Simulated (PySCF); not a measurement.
Zn(F)(NMe2) (C2H6FNZn), SMILES [N](C)(C)[Zn][F].

Geometry: B3LYP-D3(BJ)/def2-SVP. The structure was generated by enumeration; whether it is a known compound was not checked. Other conformers were not sampled.

Computed with ωB97X/def2-TZVP in PySCF.

Isolated molecule, no solvent.

Computed frontier levels, gap, dipole moment and polarisability:
| Item | Result |
|---|---|
| highest occupied level | -8.53 eV |
| lowest empty level | 1.02 eV |
| orbital gap | 9.55 eV |
| dipole moment | 2.41 D |
| quadrupole, principal values (traceless, Buckingham form, about the centre of nuclear charge) | -11.52, 3.59, 7.94 D·Å |
| mean static polarisability | 54.0 bohr³ (8.00 Å³) |
| polarisability, principal values | 44.9, 50.8, 66.2 bohr³ |
